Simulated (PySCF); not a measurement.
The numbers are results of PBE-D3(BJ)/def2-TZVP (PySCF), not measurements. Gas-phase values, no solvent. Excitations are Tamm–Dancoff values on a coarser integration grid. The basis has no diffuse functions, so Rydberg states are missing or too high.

Reference species (SMILES): `C(=C)=C=C` (neutral, multiplicity 1).

| Item | Result |
|---|---|
| dipole moment | 0.00 D |
| HOMO | -6.11 eV |
| S1–T1 gap (TDA) | 1.11 eV |
| LUMO | -2.53 eV |

Changed species: `C(C=C)#C`.

Question: What does the change do to the dipole moment, HOMO, S1–T1 gap (TDA) and LUMO?

Answer: the dipole moment rises by 0.38 D, to 0.38 D; the HOMO hardly moves; the S1–T1 gap (TDA) rises by 0.40 eV, to 1.51 eV; the LUMO rises by 0.52 eV, to -2.01 eV.
